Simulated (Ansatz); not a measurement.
Reaction (atomization): `O=C(O)C(F)(F)F` → 2 C• + 3 F• + H• + 2 O•

Program: Ansatz. Geometries: PBE0-D4/def2-TZVP. ΔE: electronic, gas phase. CCSD(T)/CBS adds triple-zeta CCSD(T) − MP2 to the extrapolated MP2 energy (def2 sets, frozen cores). This one scheme is used for every species, atoms too. Functionals use def2-TZVPP. HSE06 is defined as in plane-wave codes. Open shells (•) are unrestricted, without spin–orbit coupling. Spin–orbit coupling would lower the free atoms: a little for C, F, O. One conformer a species, not always the lowest.

**Question.** What is ΔE at CCSD(T)/CBS? (An estimate is asked.)

**Answer.** Computed: +3482.7 kJ/mol.

**Question.** What do these levels give: PBE0-D4, HSE06-D4, PBE, revPBE, PBE0, r2SCANh, MP2/def2-SVP, CCSD/def2-SVP, CCSD(T)/def2-SVP, CCSD/def2-TZVPP, MP2/def2-QZVPP, MP2/CBS(def2)? (Estimate.)

**Answer.** Computed: PBE0-D4 3513.3, HSE06-D4 3518.5, PBE 3678.7, revPBE 3481.9, PBE0 3501.4, r2SCANh 3463.5, MP2/def2-SVP 3476.2, CCSD/def2-SVP 3248.8, CCSD(T)/def2-SVP 3308.6, CCSD/def2-TZVPP 3281.3, MP2/def2-QZVPP 3628.8, MP2/CBS(def2) 3673.4 kJ/mol.

Largest T1 diagnostic among the species: 0.014.

From PBE to PBE0 (25 % exact exchange), in def2-TZVPP and without D4, ΔE moves by −177.3 kJ/mol: exact exchange takes away binding that semilocal exchange gives to molecules. At CCSD(T), def2-SVP lies −174.1 kJ/mol from the extrapolated value and def2-TZVPP −108.8 kJ/mol: correlation converges slowly with the basis, and small sets miss more of it in the bonded molecule than in its fragments.

For atomizations the MP2-based limit and the directly extrapolated one differ by several kJ/mol either way, and by 10 to 25 for some Ge, Se and Sn compounds, so smaller differences from it don't rank the levels.
